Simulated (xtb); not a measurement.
ZnH2, SMILES [ZnH2]. All values are semi-empirical tight-binding results from xtb (GFN2-xTB unless named), good for trends rather than for accurate numbers. Geometry optimised at GFN2-xTB. The isomer is the one that the SMILES or the coordinates give; other isomers of the formula were not compared.

Optimised geometry:

```xyz
3

Zn     0.0000     0.0000     0.0000
H      0.0000     0.0000     1.4991
H      0.0000     0.0000    -1.4991
```

For metal compounds this method's bond lengths and energies can be far off.

The point group as xtb finds it is D∞h and the orbital gap is 7.58 eV. The zero-point energy is 6.1 kcal/mol and the G − E(el) at 298.15 K (modified RRHO) is -6.1 kcal/mol.

Give the atomic charges. (An estimate is asked for; the answer gives what the named calculation found.)

charges (e) Zn1 0.23, H2 -0.11, H3 -0.11.
